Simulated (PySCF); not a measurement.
## Co⁺: excitation energy

Co⁺ [Ar] 3d8 (3F) → Co⁺ [Ar] 3d7 4p1 (high-spin determinant), as a difference of total energies. Calculation: PySCF 2.14, in aug-cc-pVDZ-DK (7s6p4d2f, 59 functions); the spin-free X2C one-electron Hamiltonian (Gaussian nucleus). Correlated levels: valence: [Ar] frozen. The calculations carry no spin-orbit coupling.

```json
{"method": "UHF", "excitation energy (eV)": "3.476"}
{"method": "MP2 (valence)", "excitation energy (eV)": "5.606"}
{"method": "SCS-MP2 (valence)", "excitation energy (eV)": "5.600"}
{"method": "CCSD (valence)", "excitation energy (eV)": "5.112"}
{"method": "CCSD(T) (valence)", "excitation energy (eV)": "5.182"}
```

**Question.** How much does correlation contribute at CCSD(T) (valence)?

**Answer.** 5.182 − (3.476) = 1.706 eV, measured against UHF.

The determinant of the upper state mixes LS terms, which raises its energy above the lowest term, most at the Hartree-Fock and MP2 levels.
